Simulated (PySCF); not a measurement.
**Correlation energy of Cl⁺ (chlorine, charge +1)**

[Ne] 3s2 3p4, high-spin 3P determinant. Calculation: PySCF 2.14, in aug-cc-pwCVDZ; the non-relativistic Hamiltonian (point nucleus). Frozen: 1s2; 14 electrons correlated.

MP2 pair energies summed by pair of shells (mhartree):

| pair | energy | share (%) |
| --- | --- | --- |
| 2p-2p | -84.90 | 34.8 |
| 3p-3p | -47.77 | 19.6 |
| 3s-3p | -41.34 | 16.9 |
| 2s-2p | -22.70 | 9.3 |
| 2p-3p | -19.30 | 7.9 |
| 2p-3s | -11.35 | 4.7 |
| 3s-3s | -7.56 | 3.1 |
| 2s-2s | -4.50 | 1.8 |
| 2s-3p | -3.08 | 1.3 |
| 2s-3s | -1.47 | 0.6 |

Total MP2 correlation energy: -243.98 mhartree.

Same-spin part -69.58 and opposite-spin part -174.39 mhartree; SCS-MP2 scales them by 1/3 and 6/5 to -232.47 mhartree.
